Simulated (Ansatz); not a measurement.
Ansatz (an electronic-structure program) input (SVWN5/LANL2DZ): The .json file is the Basis Set Exchange's LANL2DZ.

Ansatz 0.2 input:
```yaml
crystal:
  periodic: [false, false, false]
  atoms:
    - {symbol: Bi, position_ang: [0.00000000, 0.00000000, 0.00000000]}
basis:
  gaussian:
    orbitals: LANL2DZ.json
hamiltonian:
  xc: {name: SVWN5}
magnetization: {spin_polarized: true, initial_magnetization: 3}
scf: {lower_state_search: full}
```

Output:

```
Functional definition: SVWN5
integrals: 0.00 GiB planned
33 factors; integrals over basis functions are off by at most 3.7e-7 eV
mean field: 0.05 GiB planned
mean field evaluation 1: about -146.6970 eV, gradient 9.7e-1 eV
mean field evaluation 2: about -146.6854 eV, gradient 1.1e0 eV
mean field evaluation 4: about -146.7074 eV, gradient 1.3e-3 eV
mean field evaluation 8: about -146.7064 eV, gradient 3.8e-7 eV
mean field evaluation 16: about -146.7127 eV, gradient 5.5e-3 eV
mean field evaluation 32: about -146.7064 eV, gradient 1.2e-3 eV
mean field -146.70640785 eV, -5.3913610474 hartree, gradient 5.4e-6 eV, S^2 3.750002; 2 other end points of the search recorded, 0 dependent functions left out
reference -146.70642491 eV, -5.3913616743 hartree; 4, 1 occupied and 4, 7 virtual orbitals, 33 factors
Total energy: -146.70642491 eV, -5.3913616743 hartree
```
